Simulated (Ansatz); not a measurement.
Reaction (substitution at a C–F bond): `FC1=C[SiH2]1` + `OCF` → `FCOC1=C[SiH2]1` + H–F

Isolated molecules relaxed with PBE0-D4/def2-TZVP in Ansatz; ΔE leaves out vibrations. CBS: MP2 limit from def2 TZ/QZ plus the TZ coupled-cluster correction, frozen cores. This one scheme is used for every species. Functionals use def2-TZVPP. One conformer a species, not always the lowest.

`FC1=C[SiH2]1`:

```xyz
7

F     1.108    0.664    1.875
C     0.502    0.291    0.764
C     0.818    0.287   -0.521
Si   -0.856   -0.380   -0.203
H     1.647    0.567   -1.156
H    -2.079    0.405   -0.499
H    -1.141   -1.835   -0.261
```

`OCF`:

```xyz
6

O     0.872    0.587   -0.256
C    -0.304    0.023    0.164
F    -0.072   -1.141    0.869
H     1.253    0.045   -0.952
H    -0.968   -0.247   -0.665
H    -0.782    0.733    0.840
```

`FCOC1=C[SiH2]1`:

Z-matrix (Å, degrees):
```
C
O 1 1.386
F 1 1.367 2 110.2
H 1 1.090 2 106.9 3 -117.6
H 1 1.094 2 111.0 3 119.3
C 2 1.341 1 115.4 3 -79.3
C 6 1.329 2 134.8 1 174.2
Si 6 1.807 2 156.5 1 -7.2
H 7 1.081 6 137.4 2 -1.7
H 8 1.484 6 121.8 2 76.0
H 8 1.485 6 121.8 2 -74.3
```

H–F:

Z-matrix (Å, degrees):
```
F
H 1 0.920
```

| species | PBE-D4 energy (Eh) |
| --- | --- |
| `FC1=C[SiH2]1` | -467.00870 |
| `OCF` | -214.84163 |
| `FCOC1=C[SiH2]1` | -581.46650 |
| H–F | -100.39347 |

(1) Work out ΔE.

Largest T1 diagnostic among the species: 0.014.

Answers

(1) ΔE = (-581.46650) + (-100.39347) − (-467.00870) − (-214.84163) = -0.00964 Eh = -6.0 kcal/mol. CCSD(T)/CBS gives -8.1 kcal/mol.

The D4 term adds −2.1 kcal/mol with B3LYP and −1.2 kcal/mol with PBE0; it sums over pairs of atoms, weighted by their polarisabilities, and B3LYP, whose exchange is more repulsive, gets the larger term. In def2-TZVPP, CCSD(T) changes the Hartree–Fock value by −3.6 kcal/mol (the triples alone add −0.6 kcal/mol) and MP2 by −5.3 kcal/mol.

B3LYP here is the variant with VWN-RPA as its local correlation; programs differ in this.
